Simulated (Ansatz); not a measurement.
Compare A (`O=C[SiH2][SiH2][SiH3]`) with its isomer B (`[SiH3][SiH]1C[SiH2]O1`).

Isolated molecules relaxed with PBE0-D4/def2-TZVP in Ansatz; ΔE leaves out vibrations. CBS: MP2 limit from def2 TZ/QZ plus the TZ coupled-cluster correction, frozen cores. Functionals use def2-TZVPP. B3LYP here is the variant with VWN-RPA as its local correlation; programs differ in this. Each species was taken in one conformer, which may not be the lowest.

(1) Which isomer does CCSD(T)/CBS put lower? Give the gap. (An estimate is asked.)

(2) Give E(B) − E(A) in kJ/mol with HF/def2-TZVPP, B3LYP, B2PLYP, CCSD/def2-TZVPP, r2SCAN-D4, CCSD(T)/def2-TZVPP, ωB97M-V. (Best estimate.)

Largest T1 diagnostic: 0.016.

## Answers

(1) The calculation gave: B, by 308.4 kJ/mol.

(2) Ansatz gave: HF/def2-TZVPP -299.1, B3LYP -283.3, B2PLYP -298.5, CCSD/def2-TZVPP -303.0, r2SCAN-D4 -301.2, CCSD(T)/def2-TZVPP -299.0, ωB97M-V -308.4. None reverses the order clearly.

From PBE to PBE0 (25 % exact exchange), in def2-TZVPP and without D4, E(B) − E(A) moves by −23.8 kJ/mol.
